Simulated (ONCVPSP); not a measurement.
**Before and after: ONCV potential for silicon (Si)**

```json
{"Element": "silicon (Si)", "Generator": "ONCVPSP 4.0.1", "Type": "optimised norm-conserving Vanderbilt (ONCV)", "Functional": "LDA (Perdew-Wang 92)", "Relativity": "scalar-relativistic", "Frozen core": "[Ne]", "Valence charge": "4", "Reference configuration": "3s2 3p1.75 (charge +0.25)", "Partial waves": "3s: rc 1.85 bohr, ncon 5, nbas 9, qcut 4 1/bohr, local; 3p: rc 1.85 bohr, ncon 3, nbas 6, qcut 4.4 1/bohr, 1 projector", "Local potential": "the s channel", "Core correction": "none"}
```

All-electron outer shells of the reference configuration (LDA (PZ), scalar-relativistic, ld1.x):

```
shell  level (eV)  outermost node (bohr)  outermost maximum (bohr)
   2s     -140.86                   0.15                      0.45
   2p      -97.73                      –                      0.39
   3s      -12.78                   0.72                      1.77
   3p       -5.91                   0.72                      2.11
```

Change: s: ncon 4, nbas 8.

Cutoffs: the cutoffs (Ha) at which the residual kinetic energy of the hardest occupied pseudo-wave falls to 1 and 0.1 mHa per electron; they do not see the model core or the augmentation charge, which bear on the density cutoff. Errors are all-electron minus pseudo energies relative to the spin-unpolarised reference configuration.

What does the change do?

The potential gets softer (7.8 Ha and 29 Ha → 7.3 Ha and 25 Ha); the errors of the 4 common tests hardly move; neither file shows a bound ghost.

| quantity | base | changed |
| --- | --- | --- |
| cutoff, loose | 7.8 Ha | 7.3 Ha |
| cutoff, tight | 29 Ha | 25 Ha |
| loose cutoff by channel | s 7.8 Ha, p 3.4 Ha | s 7.3 Ha, p 3.4 Ha |
| bound ghosts | none | none |
| GHOST(+) flags under 300 eV | none | none |
| error for 3s2 3p2, meV [ΔE -1.26 eV] | +0.2 | +0.2 |
| error for 3s2 3p1, meV [ΔE 6.57 eV] | +2.8 | +3.1 |
| error for 3s2 3p0, meV [ΔE 22.67 eV] | +32 | +34 |
| error for 3s1 3p0, meV [ΔE 56.81 eV] | +223 | +224 |
| s: phases at 1.88 bohr within 0.05 rad from the reference energy up to (Ha; the scan ends near 5) | 2.1 | 1.8 |
| p: phases at 1.88 bohr within 0.05 rad from the reference energy up to (Ha; the scan ends near 5) | 1.8 | 1.7 |
